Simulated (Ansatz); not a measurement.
The same molecule with X = B, Al, Ga. Ansatz, PBE0-D4/def2-TZVP geometries, multiplicity 1. Each molecule was computed in one conformer, which needn't be the lowest.

Scalar relativity is left out up to krypton.

```
 X                 molecule  mean X–C bond length / Å  mean X–Se bond length / Å  size of the dipole moment (ωB97M-V/def2-TZVPP) / D  HOMO–LUMO gap (ωB97M-V/def2-TZVPP) / eV  HOMO–LUMO gap (PBE0/def2-TZVPP) / eV
Al  `[CH3][Al]([CH3])[SeH]`                     1.949                      2.330                                                1.70                                    10.26                                  6.52
Ga  `[CH3][Ga]([CH3])[SeH]`                     1.965                      2.343                                                1.95                                    10.06                                  6.25
```

(1) Give the row for X = B, `CB(C)[SeH]`. (Estimate.)

Answers

(1) Computed: 
```json
{"X": "B", "molecule": "`CB(C)[SeH]`", "mean X–C bond length / Å": "1.565", "mean X–Se bond length / Å": "1.936", "size of the dipole moment (ωB97M-V/def2-TZVPP) / D": "1.18", "HOMO–LUMO gap (ωB97M-V/def2-TZVPP) / eV": "10.92", "HOMO–LUMO gap (PBE0/def2-TZVPP) / eV": "6.79"}
```

From B to Ga the mean X–C bond length rises at each step, by 0.400 Å in all; the mean X–Se bond length rises at each step, by 0.407 Å in all; the HOMO–LUMO gap (ωB97M-V/def2-TZVPP) falls at each step, by 0.86 eV in all; the HOMO–LUMO gap (PBE0/def2-TZVPP) falls at each step, by 0.54 eV in all. Dipoles are sizes alone, and their direction can turn along the series.

Spin–orbit coupling is left out; it splits and shifts lone-pair levels of the heavy atoms by tenths of an eV.
